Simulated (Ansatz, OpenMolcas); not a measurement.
# GeSiNH7 (SMILES [SiH3][NH][GeH3]): the vertical ionisation energy, rung by rung

The species is GeSiNH7 (10 atoms), meant as a singlet with charge 0. As SMILES, `[SiH3][NH][GeH3]`. The shape is that of a PBE0-D4/def2-TZVP optimisation.

Each level gives the vertical ionisation energy (to the doublet cation) (eV). The values are calculated.

```csv
level,kind,program,value (eV),CPU time (all runs)
SVWN5/def2-SVP,LDA,Ansatz,9.00,13 s
M06-L/def2-SVP,meta-GGA,OpenMolcas,9.06,3.8 min
r2SCAN/def2-SVP,meta-GGA,Ansatz,9.04,50 s
M06-2X/def2-SVP,hybrid meta-GGA,OpenMolcas,9.48,3.6 min
PBE0/def2-SVP,global hybrid,OpenMolcas,9.17,2.7 min
wB97M-V/def2-SVP,range-separated hybrid,Ansatz,9.37,4.4 min
wB97X/def2-SVP,range-separated hybrid,Ansatz,9.38,1.9 min
MP2/def2-SVP,perturbation theory,Ansatz,9.51,11 s
```

All-electron rows without a relativistic Hamiltonian named are non-relativistic. The values span 9.00 to 9.51 eV. In the correlated wave-function rows the outer d shell of Ge is correlated, in sets not made for it. CPU times are rough (shared hosts, several kinds of processor and program).
